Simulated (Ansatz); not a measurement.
Calculation: frozen-core CCSD(T)/cc-pVTZ // PBE0-D3(BJ)/def2-SVP run with Ansatz (an electronic-structure program).

Ansatz 0.2 input:
```yaml
crystal:
  periodic: [false, false, false]
  atoms:
    - { symbol: N, position_ang: [2.176146, 1.442911, 2.733679] }
    - { symbol: C, position_ang: [2.063059, 0.591886, 1.952952] }
    - { symbol: Si, position_ang: [1.785409, -0.720914, 0.663455] }
    - { symbol: Si, position_ang: [-0.174296, -0.108437, -0.458517] }
    - { symbol: Si, position_ang: [0.192716, 2.012393, -1.386816] }
    - { symbol: Si, position_ang: [-1.889419, -0.026307, 1.137089] }
    - { symbol: Si, position_ang: [-0.636555, -1.693698, -2.120383] }
    - { symbol: H, position_ang: [2.989664, -0.728872, -0.215945] }
    - { symbol: H, position_ang: [1.669703, -2.021297, 1.384051] }
    - { symbol: H, position_ang: [-1.044064, 2.465895, -2.093192] }
    - { symbol: H, position_ang: [0.532961, 2.980065, -0.301659] }
    - { symbol: H, position_ang: [1.319423, 1.943302, -2.366805] }
    - { symbol: H, position_ang: [-1.533037, 0.957163, 2.202686] }
    - { symbol: H, position_ang: [-3.163253, 0.390922, 0.475633] }
    - { symbol: H, position_ang: [-2.073641, -1.378977, 1.74616] }
    - { symbol: H, position_ang: [-1.887595, -1.309116, -2.841781] }
    - { symbol: H, position_ang: [0.493991, -1.754557, -3.096663] }
    - { symbol: H, position_ang: [-0.821224, -3.042373, -1.502377] }
basis:
  gaussian: { orbitals: cc-pVTZ }
correlation:
  method: ccsd_t
```

Output:

```
Functional definition: HF
2213 factors; integrals over basis functions are off by at most 8.2e-4 eV
mean field evaluation 1: about -41994.6803 eV, gradient 3.5e1 eV
mean field evaluation 2: about -41995.1983 eV, gradient 3.6e1 eV
mean field evaluation 4: about -42000.1181 eV, gradient 6.6e0 eV
mean field evaluation 8: about -42000.3137 eV, gradient 3.4e-1 eV
mean field evaluation 16: about -42000.3152 eV, gradient 1.8e-6 eV
mean field -42000.31524646 eV, -1543.4831164714 hartree, gradient 1.8e-6 eV, S^2 0.000000; 0 other end points of the search recorded, 0 dependent functions left out
27 core orbitals not correlated
reference -42000.31524646 eV, -1543.4831164714 hartree; 20, 20 occupied and 337, 337 virtual orbitals, 2213 factors
second order -26.25537704 eV of doubles, -0.00000000 eV of singles
cycle   1  -27.68191847 eV  change    -1.4e0 eV  update   1.5e-1
cycle   2  -28.70729061 eV  change    -1.0e0 eV  update   4.6e-2
cycle   3  -28.88017207 eV  change   -1.7e-1 eV  update   2.1e-2
cycle   4  -28.87527537 eV  change    4.9e-3 eV  update   5.5e-3
cycle   5  -28.87522466 eV  change    5.1e-5 eV  update   2.2e-3
cycle   6  -28.87431793 eV  change    9.1e-4 eV  update   5.5e-4
cycle   7  -28.87429584 eV  change    2.2e-5 eV  update   1.7e-4
cycle   8  -28.87439606 eV  change   -1.0e-4 eV  update   5.6e-5
cycle   9  -28.87440364 eV  change   -7.6e-6 eV  update   2.3e-5
perturbative correction -1.30322116 eV, -0.0478924942 hartree
Total energy: -42030.49287126 eV, -1544.5921237274 hartree
```

Cost: about 2.5 core-hours (a rough figure).
